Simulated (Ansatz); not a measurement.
F2H6N2Si2 (`N[Si@H](F)[Si@@H](N)F`). Total charge 0; spin multiplicity 1.

Z-matrix (Å, degrees):
```
Si
F 1 1.610
Si 1 2.343 2 109.0
N 1 1.704 2 114.5 3 118.4
H 1 1.484 2 105.4 3 -124.3
N 3 1.700 1 107.5 2 -165.6
F 3 1.616 1 105.4 2 72.7
H 3 1.483 1 117.5 2 -44.5
H 4 1.007 1 121.9 2 77.2
H 4 1.008 1 120.7 2 -73.7
H 6 1.007 3 121.6 1 -40.2
H 6 1.007 3 122.5 1 163.7
```

(1) Give the diagnostics of a CCSD(T)/def2-TZVPP run (frozen core, the Gaussian-basis code of Ansatz). (Best estimate.)

Results:

(1) Computed: T1 = 0.0119, largest single amplitude 0.015, largest double 0.018, (T) share of the correlation energy 3.2 %, 9 CCSD cycles. The RHF solution is stable towards an unrestricted one. T1 lies under the customary mark of 0.02 for closed shells.
